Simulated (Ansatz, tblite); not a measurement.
Cost and result up the ladder for the cluster Be₂Te₂⁻ (the lowest doublet isomer of a short search) (4 atoms). Total charge -1; doublet. Geometry: PBE0-D4/def2-TZVPD.

```xyz
4

Be    0.301   -0.068    1.075
Be   -0.301    0.068   -1.076
Te   -1.909   -0.198    0.522
Te    1.909    0.198   -0.521
```

Ansatz on 2 threads of Intel Xeon Platinum 8259CL on a shared host; xTB runs through tblite on one thread. Times are rough, summed over both states, and most runs start from the orbitals of an earlier one. PBE0-D4/def2-TZVPD serves as the yardstick here, not as an exact answer. The other state is a singlet.

In the def2 sets Te takes a core potential; there is no spin–orbit coupling. The xTB rows come from tblite. The structure comes from a short search, and lower isomers may exist.

Raw xTB energies of ions are shifted by several eV, and xTB has no spin-polarisation term.

```tsv
level	functions	wall time
GFN1-xTB	26	0.009 s
GFN2-xTB	26	0.026 s
PBE-D4/def2-TZVPD	162	9.9 s
PBE0-D4/def2-TZVPD	162	16 s
r2SCAN-D4/def2-TZVPD (with forces)	162	22 s
```

(1) Estimate what each level gives for the vertical IE (eV).

Results:

(1) 
| level | vertical IE (eV) | difference from PBE0-D4/def2-TZVPD (eV) | remarks |
| --- | --- | --- | --- |
| GFN1-xTB | 4.62 | 2.87 | – |
| GFN2-xTB | -0.10 | -1.85 | – |
| PBE-D4/def2-TZVPD | 1.78 | 0.03 | HOMO above zero (-1 doublet) |
| PBE0-D4/def2-TZVPD | 1.75 | 0.00 | – |
| r2SCAN-D4/def2-TZVPD (with forces) | 1.85 | 0.10 | HOMO above zero (-1 doublet) |
